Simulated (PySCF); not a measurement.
**Shifts of the heteroatoms**

Numbering as in the mapped SMILES `[CH3:1][CH2:2][C:3]1=[C:4]([CH2:5][F:6])[O:7][CH:8]=[CH:9][O:10]1`; H(Xn) means a hydrogen on atom n.

No relativistic terms, rapidly exchanging positions averaged, single conformer, no solvent. GFN2-xTB structure; PBE0/pcSseg-1 with gauge-including orbitals; PySCF 2.14.

(1) What are the 19F shifts?

(2) Where does 17O resonate?

Results:

(1) 
```tsv
atoms	environment	σ (ppm)	δ (ppm)
F6	fluorine on an sp3 carbon	415.5	-214.4
```

Shieldings were converted by a linear fit to measured shifts: 19F: δ = 146.13 − 0.903σ +14.6 on sp3 carbon (rms 6.0 ppm, 223 shifts, 7.0 ppm with the 5 outliers that the fit left out vs CFCl3, solution or neat liquid). A few per cent of atoms miss by over 2 rms, more outside the fitted compound classes.

On a 400 MHz spectrometer 19F resonates near 376.4 MHz, so 1 ppm is 376.4 Hz.

(2) 
```
atoms   environment  σ (ppm)  δ (ppm)
  O10  ether oxygen    213.5     72.2
   O7  ether oxygen    218.2     67.9
```

Shieldings were converted by a linear fit to measured shifts: 17O: δ = 266.70 − 0.911σ (rms 10.7 ppm, 155 shifts, 12.2 ppm with the 3 outliers that the fit left out vs liquid water, solution or neat liquid). A few per cent of atoms miss by over 2 rms, more outside the fitted compound classes.

On a 500 MHz spectrometer 17O resonates near 67.8 MHz, so 1 ppm is 67.8 Hz.
